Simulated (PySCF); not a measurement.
Species: `N#CC[SiH2]N`. The columns A, B, C and D hold Mulliken, IAO, Hirshfeld and ESP-fitted charges (e) of one PBE0/pcSseg-1 density (PySCF), in a shuffled order. Coordinates in Å (GFN2-xTB); the density's dipole moment is (1.20, -3.26, 0.40) D.

```csv
atom,x,y,z,A,B,C,D
N1,-1.206,2.436,-0.332,-0.257,-0.525,-0.273,-0.244
C2,-1.218,1.291,-0.381,+0.019,+0.510,+0.142,+0.080
C3,-1.176,-0.132,-0.416,-0.501,-0.672,-0.591,-0.132
Si4,0.339,-0.769,0.575,+0.788,+0.827,+0.940,+0.396
N5,1.675,0.034,-0.143,-0.629,-1.034,-0.845,-0.315
H6,-1.106,-0.454,-1.456,+0.192,+0.224,+0.194,+0.070
H7,-2.100,-0.526,0.005,+0.187,+0.202,+0.190,+0.068
H8,0.507,-2.199,0.321,-0.105,-0.142,-0.137,-0.078
H9,0.082,-0.513,1.999,-0.101,-0.176,-0.158,-0.085
H10,2.612,-0.183,0.156,+0.199,+0.394,+0.268,+0.123
H11,1.598,1.017,-0.354,+0.209,+0.391,+0.272,+0.116
```

**Question.** Which column most likely holds the ESP-fitted charges?

**Answer.** B. Σ q r misses the density's dipole by 0.03 D (B), 0.70 D (D), 0.89 D (C), 1.36 D (A). Charges fitted to the outside potential are the only set here that is tied to the molecule's multipoles.

**Question.** And the Hirshfeld charges?

**Answer.** D. The mean sizes are 0.155 e (D), 0.290 e (A), 0.365 e (C), 0.463 e (B), and Hirshfeld charges are commonly the smallest of these schemes.

As computed, A = Mulliken, B = ESP-fitted, C = IAO, D = Hirshfeld. Hydrogens on carbon: Mulliken +0.19 to +0.19, ESP-fitted +0.20 to +0.22, IAO +0.19 to +0.19, Hirshfeld +0.07 to +0.07 e.

The ESP scheme is a least-squares fit of atom-centred charges to the potential on four shells outside the van der Waals surface, with the total charge fixed. The Hirshfeld scheme weights the molecular density at each point by an atom's share of the summed free-atom densities.

Geometry: GFN2-xTB, one conformer, isolated molecule.

The values belong to the conformer `[N:1]#[C:2][CH2:3][SiH2:4][NH2:5]`: C2–C3–Si4–N5 -55°, H–N5–Si4–C3 -175°, H–N5–Si4–C3 44°.
